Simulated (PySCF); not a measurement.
H2MgOSe (SMILES [OH][Mg][SeH]), singlet, geometry from GFN2-xTB (such geometries of metal compounds can be far from the true shape), with bond 3-2 at 1.8 times its length; CASCI(4,3)+NEVPT2/6-31G run with PySCF.

Here is a job for PySCF.
```python
from pyscf import gto, scf, mcscf, mrpt
import numpy

mol = gto.M(
    atom='''
Mg    0.89902120   -0.75009780   -0.18099896
O     2.15563891   -1.84660381   -0.35303935
H     3.43107731   -2.96608566   -0.51661536
Se   -0.87419050    0.76397967    0.11770526
H    -1.17510445    0.26723355    1.43823832
''',
    basis='6-31g',
    verbose=4,
)

mf = scf.RHF(mol)
mf.kernel()
mc = mcscf.CASCI(mf, 3, 4)
mc.fix_spin_(ss=0.0)
mc.kernel()
occ = numpy.linalg.eigvalsh(mc.fcisolver.make_rdm1(mc.ci, mc.ncas, mc.nelecas))[::-1]
ss = mc.fcisolver.spin_square(mc.ci, mc.ncas, mc.nelecas)[0]
print('natural occupations', occ.round(4), ' <S^2>', round(ss, 4))
e2 = mrpt.NEVPT(mc).kernel()
print('E(NEVPT2) = %.10f' % (mc.e_tot + e2))
```

What the program printed (banner, timings and long lists left out):

```
PySCF version 2.14.0

[INPUT] verbose = 4
[INPUT] num. atoms = 5
[INPUT] num. electrons = 56
[INPUT] charge = 0
[INPUT] spin (= nelec alpha-beta = 2S) = 0
[INPUT] symmetry False subgroup None
[INPUT] Mole.unit = angstrom
[INPUT] Symbol           X                Y                Z      unit          X                Y                Z       unit  Magmom
[...]
nuclear repulsion = 181.177221824746
number of shells = 27
number of NR pGTOs = 166
number of NR cGTOs = 53
basis = 6-31g
ecp = {}

******** <class 'pyscf.scf.hf.RHF'> ********
method = RHF
initial guess = minao
damping factor = 0
level_shift factor = 0
DIIS = <class 'pyscf.scf.diis.CDIIS'>
diis_start_cycle = 1
diis_space = 8
diis_damp = 0
SCF conv_tol = 1e-09
SCF conv_tol_grad = None
SCF max_cycles = 50
direct_scf = True
direct_scf_tol = 1e-13
Set gradient conv threshold to 3.16228e-05
Initial guess from minao.
init E= -2673.85097967784
[...]
cycle= 1 E= -2674.76896411978  delta_E= -0.918  |g|= 0.847  |ddm|= 2.03
[...]
cycle= 2 E= -2674.77483510957  delta_E= -0.00587  |g|= 0.95  |ddm|= 1.27
[...]
cycle= 3 E= -2674.96761255422  delta_E= -0.193  |g|= 0.0619  |ddm|= 0.597
[...]
cycle= 4 E= -2674.97038047518  delta_E= -0.00277  |g|= 0.0353  |ddm|= 0.125
[...]
cycle= 5 E= -2674.97094046843  delta_E= -0.00056  |g|= 0.0121  |ddm|= 0.0543
[...]
cycle= 6 E= -2674.97104064304  delta_E= -0.0001  |g|= 0.00221  |ddm|= 0.0282
[...]
cycle= 7 E= -2674.97104534832  delta_E= -4.71e-06  |g|= 0.000486  |ddm|= 0.00699
[...]
cycle= 8 E= -2674.97104556603  delta_E= -2.18e-07  |g|= 0.000118  |ddm|= 0.00146
[...]
cycle= 9 E= -2674.97104557907  delta_E= -1.3e-08  |g|= 2.53e-05  |ddm|= 0.000382
[...]
cycle= 10 E= -2674.97104557973  delta_E= -6.62e-10  |g|= 3.91e-06  |ddm|= 9.48e-05
[...]
Extra cycle  E= -2674.97104557975  delta_E= -1.36e-11  |g|= 2.2e-06  |ddm|= 1.08e-05
converged SCF energy = -2674.97104557975

******** <class 'pyscf.mcscf.casci.CASCI'> ********
CAS (2e+2e, 3o), ncore = 26, nvir = 24
natorb = False
canonicalization = True
sorting_mo_energy = False
******** <class 'pyscf.fci.addons.SpinPenaltyFCISolver'> ********
max. cycles = 200
conv_tol = 1e-08
davidson only = True
linear dependence = 1e-12
level shift = 0.001
max iter space = 12
nroots = 1
pspace_size = 400
spin = None
Density matrix diagonal elements [1.99926982e+00 1.99997899e+00 7.51189796e-04]
CASCI converged
CASCI E = -2674.97132003396  E(CI) = -3.53725890827764  S^2 = 0.0000000
natural occupations [2.0000e+00 1.9993e+00 7.0000e-04]  <S^2> 0.0

[...]
0 Mg 3pz         0.03194  -0.02636   0.00193
0 Mg 4px        -0.01093  -0.05517  -0.02307
0 Mg 4py        -0.01146   0.04548   0.01633
0 Mg 4pz        -0.00680   0.01203   0.00957
1 O 1s          -0.00000   0.00009  -0.00039
1 O 2s           0.00000   0.05774  -0.23573
1 O 3s           0.00000   0.02835  -0.09710
1 O 2px         -0.04455  -0.12207  -0.22047
1 O 2py         -0.04670   0.08819   0.19348
1 O 2pz         -0.02772   0.04759   0.02833
1 O 3px         -0.00151  -0.01763  -0.01138
1 O 3py         -0.00158   0.01455   0.00977
1 O 3pz         -0.00094   0.00381   0.00183
2 H 1s          -0.00000  -0.13581   0.51905
2 H 2s           0.00000  -0.00683   0.09461
3 Se 1s         -0.00000  -0.00022   0.00019
3 Se 2s         -0.00000  -0.00089   0.00074
3 Se 3s         -0.00000  -0.00052  -0.00284
3 Se 4s         -0.00000  -0.18897   0.13373
3 Se 5s         -0.00000  -0.01330  -0.05402
3 Se 2px         0.00066  -0.00067  -0.00027
3 Se 2py         0.00069   0.00069   0.00025
3 Se 2pz         0.00041  -0.00009   0.00001
3 Se 3px        -0.00294   0.00326   0.00108
3 Se 3py        -0.00308  -0.00331  -0.00106
3 Se 3pz        -0.00183   0.00034   0.00005
3 Se 4px         0.62947  -0.63015  -0.18523
3 Se 4py         0.65993   0.65246   0.17562
3 Se 4pz         0.39169  -0.08659   0.00180
3 Se 5px         0.03476  -0.00563  -0.05308
3 Se 5py         0.03645   0.01036   0.04457
3 Se 5pz         0.02163  -0.00841   0.01022
3 Se 3dxy        0.00027  -0.00358   0.00116
3 Se 3dyz        0.00004  -0.00071  -0.00032
3 Se 3dz^2      -0.00061  -0.00160   0.00048
3 Se 3dxz       -0.00100   0.00013   0.00059
3 Se 3dx2-y2    -0.00176  -0.00008  -0.00033
3 Se 4dxy       -0.00041   0.00917  -0.00036
3 Se 4dyz       -0.00025   0.00112   0.00024
3 Se 4dz^2       0.00101   0.00394   0.00018
3 Se 4dxz        0.00186   0.00062  -0.00078
3 Se 4dx2-y2     0.00357  -0.00029   0.00033
4 H 1s          -0.00000  -0.04007   0.04703
4 H 2s          -0.00000  -0.00107   0.02187
<CAS-nat-orb|mo-hf>  27     28       1.00000000
<CAS-nat-orb|mo-hf>  28     27       0.99999382
<CAS-nat-orb|mo-hf>  29     29       0.99999382
Sr    (-1)',   E = -0.00166621146306
Si    (+1)',   E = -0.00031684751893
Sijrs (0)  ,   E = -0.31486170233197
Sijr  (+1) ,   E = -0.02894624425101
Srsi  (-1) ,   E = -0.02349996891782
Srs   (-2) ,   E = -0.01129417059948
Sij   (+2) ,   E = -0.00416523245776
Sir   (0)' ,   E = -0.00454096448768
Nevpt2 Energy = -0.389291342027703
E(NEVPT2) = -2675.3606113760
```
